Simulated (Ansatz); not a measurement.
Consider the hydrogenolysis of a C–C bond: `Cc1cccc(C)c1C#N` + H₂ → `Cc1cccc(C)c1` + `C#N`.

Program: Ansatz. Geometries: PBE0-D4/def2-TZVP. ΔE: electronic, gas phase. CCSD(T)/CBS is the MP2 limit (def2-TZVPP, def2-QZVPP) plus CCSD(T) − MP2 in def2-TZVPP, frozen cores. This one scheme is used for every species. Functionals use def2-TZVPP.

```csv
level,ΔE (kJ/mol),difference from CCSD(T)/CBS
LDA (SPW92),12.0,22.6
PBE-D4,5.0,15.6
ωB97M-V,-9.6,1.0
B2PLYP,-11.2,-0.6
revPBE,-9.5,1.1
BLYP,-14.1,-3.5
BHLYP,-19.7,-9.1
CAM-B3LYP,-16.3,-5.7
LC-ωPBE,-14.2,-3.6
HF/def2-SVP,-33.0,-22.4
CCSD(T)/def2-SVP,-10.6,0.0
MP2/def2-TZVPP,0.2,10.8
CCSD/def2-TZVPP,-17.9,-7.3
CCSD(T)/def2-TZVPP,-10.5,0.1
MP2/def2-QZVPP,0.1,10.7
MP2/CBS(def2),0.1,10.7
CCSD(T)/CBS,-10.6,0
```

Largest T1 diagnostic among the species: 0.014.

Leaving LDA and LC-ωPBE aside and taking each functional with its dispersion term where it has one, the values, not all of them listed here, spread over 20.2 kJ/mol, from B2PLYP to revPBE-D4. LDA lies +15.3 kJ/mol from PBE without D4. The D4 term adds +13.0 kJ/mol with B3LYP and +7.5 kJ/mol with PBE0; it sums over pairs of atoms, weighted by their polarisabilities, and B3LYP, whose exchange is more repulsive, gets the larger term. In def2-TZVPP, CCSD(T) changes the Hartree–Fock value by +23.1 kJ/mol (the triples alone add +7.4 kJ/mol) and MP2 by +33.8 kJ/mol.

CCSD(T)/CBS has its own doubt, a few kJ/mol and more with outer-core shells, so smaller differences from it don't rank the levels.

B3LYP here is the variant with VWN-RPA as its local correlation; programs differ in this.
